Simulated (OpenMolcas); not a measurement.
Xe⁴⁺: effect of the active space

```json
{
 "Program": "OpenMolcas 26.06",
 "Method": "CASSCF or its RAS form",
 "Basis": "ANO-RCC-VTZP",
 "Scalar Hamiltonian": "DKH2, point nucleus",
 "Spin-orbit coupling": "state interaction with AMFI integrals over the reference wave functions, term energies averaged over their components"
}
```

A. 2 electrons in 3 orbitals (5p); 2S+1 = 3 even, 3 roots; 2S+1 = 1 even, 6 roots; cost about 3 core-seconds
B. 4 electrons in 4 orbitals (5s 5p); 2S+1 = 3 even, 6 roots; 2S+1 = 1 even, 12 roots; 2S+1 = 5 odd, 1 root; 2S+1 = 3 odd, 9 roots; 2S+1 = 1 odd, 8 roots; cost roughly 18 core-seconds
C. 4 electrons in 8 orbitals (5s 5p 6s 6p); 2S+1 = 3 even, 3 roots; 2S+1 = 1 even, 12 roots; 2S+1 = 5 odd, 1 root; 2S+1 = 3 odd, 9 roots; 2S+1 = 1 odd, 8 roots; cost of the order of 22 core-seconds
D. 4 electrons in 9 orbitals (RAS2 5s 5p; RAS3 5d, at most 2 electrons); 2S+1 = 3 even, 6 roots; 2S+1 = 1 even, 12 roots; 2S+1 = 5 odd, 1 root; 2S+1 = 3 odd, 9 roots; 2S+1 = 1 odd, 8 roots; cost about 50 core-seconds

Energies in cm⁻¹ above 5s² 5p² ³P₀, the measured ground level; measured values from Saloman, J. Phys. Chem. Ref. Data 33, 765 (2004).

```tsv
Level	A	B	C	D	Measured
5s² 5p² ³P₀	0.0	0.0	0.0	0.0	0.0
5s² 5p² ³P₁	7565	7995	7895	7599	9292
5s² 5p² ³P₂	13082	13445	13325	12940	14127
5s² 5p² ¹D₂	28124	28371	28141	27496	28411
5s² 5p² ¹S₀	48052	42307	41865	44674	44470
```

Deviations, from unrounded energies. A percentage is the sum of absolute deviations over the sum of measured energies, with the sign that they share, or ± where signs differ.

```json
{"Against measurement": "mean absolute deviation (cm-1)", "Levels": "4", "A": "1700", "B": "1000", "C": "1300", "D": "1000"}
{"Against measurement": "fine structure of the ground term (%)", "Levels": "2", "A": "-11.8", "B": "-8.4", "C": "-9.4", "D": "-12.3"}
{"Against measurement": "other terms of the ground configuration (%)", "Levels": "2", "A": "±5.3", "B": "-3.0", "C": "-3.9", "D": "±1.5"}
```

B, D lie about equally close to measurement and A furthest from it. The largest miss of D in the table is 5s² 5p² ³P₁, by -1700 cm-1. The ranking rests on the paired levels alone, and a cruder setting can come out closer through cancelling errors.

Among A to D the level of the table that moves most is 5s² 5p² ¹S₀, by 6200 cm-1 (lowest in C, highest in A).

With the s shell closed, the reference lacks s² → p² mixing (holds for A). Active for correlation alone: 6p 6s; no level in the range computed is led by a configuration that fills them, so any true level of that kind is missing (holds for C). Active for correlation alone: 5d; no level in the range computed is led by a configuration that fills it, so any true level of that kind is missing (holds for D). Measured partners are found by configuration, term and J. A level has none where our copy of the source lacks it or the pairing is in doubt (some pairs that miss far off the trend of their configuration count as doubtful), and it then counts in no deviation. Only configurations of the active space appear. The table leaves out levels that lie high or whose names do not pair safely across all columns.
